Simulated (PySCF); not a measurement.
## Ir: excitation energy

Ir [Xe] 4f14 5d7 6s2 (4F) → Ir [Xe] 4f14 5d7 6s1 7s1 (6F), as a difference of total energies. All numbers are calculated (PySCF 2.14, scalar relativity through the core potential, in aug-cc-pwCVDZ-PP with ECP60MDF (6s6p5d3f, 70 functions)). Correlated levels: valence and next inner shell: nothing frozen outside the core potential. The calculations carry no spin-orbit coupling.

| method | excitation energy (cm⁻¹) |
| --- | --- |
| UHF | 37428 |
| MP2 (valence and next inner shell) | 50361 |
| SCS-MP2 (valence and next inner shell) | 51275 |
| CCSD (valence and next inner shell) | 48915 |
| CCSD(T) (valence and next inner shell) | 49990 |

The promoted electron is Rydberg-like, and one or two diffuse shells describe it only roughly, which tends to raise the upper state.
